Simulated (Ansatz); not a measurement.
Computed with Ansatz on PBE0-D4/def2-TZVP structures; ΔE is electronic, products minus reactants. CBS: MP2 limit from def2 TZ/QZ plus the TZ coupled-cluster correction, frozen cores. DFT in def2-TZVPP. B3LYP here is the variant with VWN-RPA as its local correlation; programs differ in this. For Br, Ge, Mg outer-core shells are correlated without core-valence functions, which leaves a few kJ/mol of doubt a bond. Scalar relativity is left out up to krypton.

`[Cl][Ge][Br]` + `[Cl][Mg][Br]` → `[Br][Ge][Br]` + `[Cl][Mg][Cl]`  (redistribution)

| species | B3LYP-D4 energy (Eh) |
| --- | --- |
| `[Cl][Ge][Br]` | -5111.56000 |
| `[Cl][Mg][Br]` | -3234.66996 |
| `[Br][Ge][Br]` | -7225.51710 |
| `[Cl][Mg][Cl]` | -1120.71366 |

Work out ΔE.

ΔE = (-7225.51710) + (-1120.71366) − (-5111.56000) − (-3234.66996) = -0.00080 Eh = -0.02 eV. CCSD(T)/CBS gives 0.00 eV.

What do rigid-rotor, harmonic-oscillator terms from PBE0-D4/def2-TZVP frequencies (298.15 K, 1 bar) make of the CCSD(T)/CBS value? (Best estimate.)

Computed: ΔZPE = 0.00 eV, ΔH = 0.00 eV, ΔS = -11 J/(mol·K), ΔG = +0.03 eV.

Largest T1 diagnostic among the species: 0.011.

From BLYP to BHLYP (50 % exact exchange), in def2-TZVPP and without D4, ΔE moves by +0.04 eV. In def2-TZVPP, CCSD(T) changes the Hartree–Fock value by −0.05 eV (the triples alone add −0.00 eV) and MP2 by −0.05 eV. Leaving LDA and LC-ωPBE aside and taking each functional with its dispersion term where it has one, the values, not all of them listed here, spread over 0.06 eV, from BLYP-D4 to ωB97X-V.
